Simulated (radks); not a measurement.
Question: Species: a nucleus of charge 71.75 with 70 electrons. Configuration: [Xe] 4f14 5d2. Method: scalar-relativistic Kohn-Sham, SCAN, spin-polarised, spherical densities, finite nucleus; open shells are filled with parallel spins first (spin-orbit coupling, left out, can overturn this in heavy ions); meta-GGA in the generalised Kohn-Sham scheme; Fermi nuclear charge, rms radius 5.347 fm; computed with a radial shooting solver on a logarithmic mesh with Libxc functionals. Some entries of the table are withheld. Estimate them.

orbital  occ.  eigenvalue (hartree)  r(max) (bohr)
1s down     1             -2383.203        0.01196
1s up       1             -2383.203        0.01196
2s up       1             -408.4028        0.06831
2s down     1             -408.4012        0.06831
2p up       3             -358.7104        0.05590
2p down     3             -358.7089        0.05590
3s down     1             -93.68351         0.1927
3s up       1             -93.68306         0.1927
3p down     3             -78.72307         0.1904
3p up       3             -78.72273         0.1904
3d up       5             -60.93183         0.1555
3d down     5             -60.93124         0.1555
4s up       1             -19.36329         0.4398
4s down     1             -19.36174         0.4398
4p up       3             -14.43247         0.4605
4p down     3             -14.43082         0.4605
4d up       5              -8.02566         0.4736
4d down     5              -8.02304         0.4736
5s up       1              -2.90322          1.018
5s down     1              -2.88081          1.017
5p up       3                   (1)          1.171
5p down     3                   (2)          1.167
4f up       7              -1.00958         0.4587
4f down     7              -1.00068         0.4584
5d up       2              -0.53343          1.711

Answer: 
(1) 5p up eigenvalue (hartree): -1.75486
(2) 5p down eigenvalue (hartree): -1.72092
